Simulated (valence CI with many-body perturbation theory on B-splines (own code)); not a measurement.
**Zr¹⁶⁺: calculated level list**

Method: relativistic CI+MBPT: six valence electrons over a frozen Dirac-Fock core [Ar], radial functions for each j: 7 s, 7 p, 8 d, 6 f, 4 g, 1 h, with the one-electron correlation potential Σ1 (screened to all orders), the two-electron term Σ2, the three-electron term Σ3, Breit, model QED; selected single and double excitations, second order for the rest, scaled by the run's own slope (own B-spline code, finite nucleus).

No measured levels were compared; by estimate terms of the open shell hold to 2 to 4 % of their energy, and close levels can change places. Core correlation moves these levels by up to 8300 cm⁻¹, and in measured spectra 5 to 20 % of such shifts remained as error; rates that hang on mixing are uncertain with them. Among the levels kept, up to 710 cm⁻¹ of a level comes from second order outside the variational space, and about a tenth of that is noise between levels of different J, which matters for small intervals. Only levels of the ground parity were solved; by the run's estimate the other parity begins above the list, which can be wrong where configurations are misplaced.

Levels 1 to 34 of 34, with energies above the lowest level, 3d6 5D_4. "Leading %" is the weight of the configuration and term that name the level; weights of strongly mixed levels are sums over their largest components and can fall short. In the jj column 3d3/2^4 stands for four electrons in 3d with j = 3/2. Lifetimes count E1, E2, E3, M1 and M2 decay at the calculated energies, and are blank where another channel may lead or the interval is too uncertain; long ones can be off by a factor of two.

```
No.  Configuration  Term  J  E (cm⁻¹)  Leading %  Lifetime  Second component              Leading jj
  1            3d6    5D  4         0         94                  6 % 3d6 3F  3d3/2^3 3d5/2^3 (44 %)
  2            3d6    5D  3     11606         97   19.0 ms                    3d3/2^3 3d5/2^3 (64 %)
  3            3d6    5D  2     15473         89    299 ms        9 % 3d6 3P  3d3/2^2 3d5/2^4 (46 %)
  4            3d6    5D  1     19511         92    177 ms        7 % 3d6 3P  3d3/2^3 3d5/2^3 (61 %)
  5            3d6    5D  0     21115         92    1.61 s        8 % 3d6 3P  3d3/2^2 3d5/2^4 (64 %)
  6            3d6    3F  4     59545         30   2.73 ms       29 % 3d6 3H  3d3/2^4 3d5/2^2 (54 %)
  7            3d6    3P  2     62396         82   1.09 ms       10 % 3d6 5D  3d3/2^2 3d5/2^4 (45 %)
  8            3d6    3H  6     64372         92    4000 s        8 % 3d6 1I  3d3/2^3 3d5/2^3 (84 %)
  9            3d6    3H  5     66509         66   84.4 ms       34 % 3d6 3G  3d3/2^3 3d5/2^3 (91 %)
 10            3d6    3F  3     75368         71   2.19 ms       25 % 3d6 3G  3d3/2^3 3d5/2^3 (69 %)
 11            3d6    3F  2     78250         89   4.14 ms        9 % 3d6 1D  3d3/2^3 3d5/2^3 (58 %)
 12            3d6    3H  4     79877         56   1.97 ms       41 % 3d6 3F  3d3/2^2 3d5/2^4 (83 %)
 13            3d6    3P  0     88560         56    989 μs       37 % 3d6 1S  3d3/2^3 3d5/2^3 (49 %)
 14            3d6    3G  5     89552         66   4.74 ms       34 % 3d6 3H  3d3/2^2 3d5/2^4 (91 %)
 15            3d6    3P  1     90545         77    822 μs       16 % 3d6 3D    3d3/2 3d5/2^5 (59 %)
 16            3d6    3G  4     94525         74   6.38 ms       12 % 3d6 1G  3d3/2^2 3d5/2^4 (44 %)
 17            3d6    3G  3     98718         71   3.41 ms       26 % 3d6 3F  3d3/2^2 3d5/2^4 (71 %)
 18            3d6    3D  2    102710         78   3.15 ms        9 % 3d6 1D  3d3/2^2 3d5/2^4 (51 %)
 19            3d6    1I  6    105900         92   4.29 ms        8 % 3d6 3H  3d3/2^2 3d5/2^4 (84 %)
 20            3d6    3D  3    107100         92   1.53 ms                    3d3/2^3 3d5/2^3 (50 %)
 21            3d6    3D  1    107530         82   1.83 ms       18 % 3d6 3P  3d3/2^2 3d5/2^4 (64 %)
 22            3d6    1G  4    119050         74   1.15 ms       13 % 3d6 3F    3d3/2 3d5/2^5 (55 %)
 23            3d6    1D  2    130620         73   1.21 ms       11 % 3d6 3D  3d3/2^2 3d5/2^4 (37 %)
 24            3d6    3P  0    131250         59    912 μs       41 % 3d6 1S  3d3/2^4 3d5/2^2 (35 %)
 25            3d6    1F  3    139120         77   3.68 ms       20 % 3d6 3F  3d3/2^3 3d5/2^3 (86 %)
 26            3d6    3P  0    158530         75                 23 % 3d6 1S          3d5/2^6 (41 %)
 27            3d6    3P  1    161240         98                              3d3/2^3 3d5/2^3 (72 %)
 28            3d6    3F  4    169060         90                  8 % 3d6 1G  3d3/2^2 3d5/2^4 (56 %)
 29            3d6    3F  2    170630         97    998 μs                    3d3/2^2 3d5/2^4 (71 %)
 30            3d6    3F  3    179060         77                 17 % 3d6 1F    3d3/2 3d5/2^5 (61 %)
 31            3d6    3P  2    181240         93    900 μs        4 % 3d6 1D  3d3/2^2 3d5/2^4 (46 %)
 32            3d6    1G  4    193500         90                  9 % 3d6 3F  3d3/2^2 3d5/2^4 (60 %)
 33            3d6    1D  2    251650         99                              3d3/2^2 3d5/2^4 (74 %)
 34            3d6    1S  0    322010         98    298 μs                    3d3/2^2 3d5/2^4 (77 %)
```

Names give the largest LS component (configuration and term), which can be under half, so a name can repeat, a term be missing and a line seem to break the LS rules; names also repeat where a configuration has a term twice.

The ionisation energy to 3d5 6S_5/2 of the next ion comes out as 622.54 eV (NIST: 622 ± 3 eV (theoretical)). All 34 levels together are meant to be complete up to 335350 cm⁻¹.
